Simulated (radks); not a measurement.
Values are calculated unless marked as measured or tabulated.
Task: Radial electron density D(r) = 4 pi r^2 rho(r) of an atom or ion with 11 electrons. Code: a radial shooting solver on a logarithmic mesh with Libxc functionals. Model: scalar-relativistic Kohn-Sham, exchange-only LDA, spin-polarised, spherical densities, point nucleus.

r (bohr),D(r) (e/bohr),spin D(r)
0.0009887,3.755,0.0562
0.001097,4.456,0.0666
0.001227,5.347,0.0798
0.001362,6.323,0.0942
0.001523,7.558,0.112
0.00169,8.901,0.132
0.00189,10.59,0.156
0.002097,12.40,0.183
0.002346,14.66,0.215
0.002603,17.07,0.249
0.002911,20.03,0.291
0.00323,23.14,0.334
0.003613,26.89,0.385
0.004009,30.77,0.437
0.004485,35.35,0.496
0.004976,39.95,0.554
0.005566,45.24,0.617
0.006176,50.38,0.674
0.006908,56.05,0.732
0.007665,61.30,0.778
0.008573,66.74,0.814
0.009513,71.39,0.832
0.01064,75.72,0.828
0.01181,78.90,0.800
0.01321,81.18,0.738
0.01465,82.09,0.651
0.01639,81.71,0.528
0.01819,80.15,0.394
0.02034,77.41,0.242
0.02257,74.28,0.114
0.02525,70.87,0.0175
0.02801,68.29,-0.00539
0.03133,66.87,0.0721
0.03477,67.35,0.258
0.03889,70.10,0.585
0.04315,74.58,0.983
0.04826,80.84,1.46
0.05355,86.89,1.85
0.0599,92.14,2.12
0.06646,94.40,2.14
0.07434,92.71,1.85
0.08249,86.81,1.33
0.09226,76.12,0.650
0.1024,63.38,0.144
0.1145,48.57,0.0190
0.1271,35.70,0.488
0.1421,24.40,1.65
0.1577,16.95,3.13
0.1764,11.95,4.71
0.1957,9.259,5.72
0.2189,7.392,5.97
0.2429,5.902,5.37
0.2717,4.274,4.12
0.3015,2.828,2.79
0.3372,1.563,1.55
0.3741,0.7716,0.770
0.4185,0.2997,0.300
0.4643,0.1032,0.103
0.5194,0.02618,0.0262
0.5763,0.005835,0.00583
0.6446,0.0008838,0.000884
0.7153,0.0001161,0.000116

What is the nuclear charge?

Result: Z = 63. The innermost maximum, from 1s, lies near gamma/Z bohr with gamma = sqrt(1 - (Z/c)^2) = 0.888, here 0.0141 bohr (found: 0.0150), and its height grows with Z. The density is that of the europium ion Eu52+ in [Ne] 3s1; the configuration itself is not fixed sharply by these data, and Z only to a few units. D(r) has 2 maxima, at r = 0.0150, 0.0675 bohr, and minima at 0.0321 bohr, inside which lie 2.04 electrons.
